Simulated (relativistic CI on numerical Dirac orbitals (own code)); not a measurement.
Computed by Dirac-Coulomb-Breit CI, separate exchange-only KLI orbitals for each configuration, a model potential for QED, unscaled Slater integrals (own radial code, finite nucleus).

The strongest absorption lines from the ground level of an ion, among the configurations computed and to levels below about 7240 eV (vacuum wavelength in Å, gf): 2.0369 (0.38), 2.0759 (0.84), 2.0869 (0.65), 2.1756 (0.043), 17.896 (0.18).

Problem. Which ion is it?
A. La L
B. In XLIV
C. La LII
D. Pm LVI

Solution. C. La LII has 6 electrons and the ground level 2s²2p² ³P0; the strongest line goes to 2s²2p3d ³D°1. The pattern of lines fixes the number of electrons, and along that sequence the line energies rise steadily with the charge (about as its square where n changes within one kind of shell, about linearly where n is kept but much faster in heavy ions where fine structure, which grows about as Z⁴, sets the gap, and irregularly where shells cross), which fixes Z. Configurations outside the model, such as inner-shell arrays, can give stronger lines. At this charge energies of transitions that change n are usually good to better than 1 %, and those within a shell (Δn = 0) to a few per cent.

LS names give the leading component of a level, which can be under half, so a name can repeat, a term be missing and a line seem to break the LS rules.
